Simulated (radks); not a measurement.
Question: Spherical quantum dot in the effective-mass picture: electrons in a parabolic well V = omega^2 r^2 / 2 with omega = 1.15, all in effective atomic units (hartree* = m*/eps^2 hartree, bohr* = eps/m* bohr), one dielectric constant everywhere. Calculated with a radial shooting solver with Libxc functionals: non-relativistic Kohn-Sham, exchange-only LDA, spin-polarised, spherical densities. Levels are named by radial order and angular momentum (1s, 1p, 1d, 2s, ...), and open shells are averaged over m. Results are scaled to m* = 0.061 and eps = 13, for which hartree* = 9.822 meV and bohr* = 11.28 nm. At N = 17 the configuration is 1s2 1p6 1d(up 5, down 4). Does electron 18 go into 2s up or 1d down or 2s down?

Answer: Into 1d down. The total energies of the other choices lie higher by 0.925 meV (2s up), 1.06 meV (2s down).
